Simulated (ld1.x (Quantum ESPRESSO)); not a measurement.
## H (Z = 1): one change to an RRKJ potential, before and after

- Element: hydrogen
- Generator: ld1.x (Quantum ESPRESSO) 7.5
- Type: norm-conserving RRKJ (Kleinman–Bylander form)
- Functional: PBE
- Relativity: scalar-relativistic
- Frozen core: none
- Valence charge: 1
- Reference configuration: 1s1
- Partial waves: 1s (bound): rc 1.25 bohr; 2p channel at 0.2 Ry: rc 1.30 bohr
- Local potential: all-electron potential smoothed inside 0.95 bohr (lloc = -1)
- Core correction: none
- rho0: 0.01

All-electron outer shells of the reference configuration (PBE, scalar-relativistic, ld1.x):

```tsv
shell	level (eV)	outermost node (bohr)	outermost maximum (bohr)
1s	-6.49	–	1.03
```

Change: wave 1s (bound): rc 1.25 bohr becomes 1s (bound): rc 1.46 bohr.

Cutoffs: the cutoffs (Ry, on a coarse ladder) from which the occupation-weighted sum of valence levels, in a spherical-Bessel basis at the reference potential, stays within 10 and 1 mRy of its value at 400 Ry; they do not see the model core or the augmentation charge, which bear on the density cutoff. Errors are all-electron minus pseudo energies relative to the spin-unpolarised reference configuration.

Question: Predict the effect on cutoff, ghosts and configuration errors.

Answer: The potential gets softer (90 Ry and 110 Ry → 70 Ry and 80 Ry); neither file shows a bound ghost. A larger radius leaves more room for a smooth pseudo-wave, so fewer plane waves are needed.

```
                         quantity    base  changed
                    cutoff, loose   90 Ry    70 Ry
                    cutoff, tight  110 Ry    80 Ry
                     bound ghosts    none     none
error for 1s0.5, meV [ΔE 4.76 eV]    +9.5      +17
```
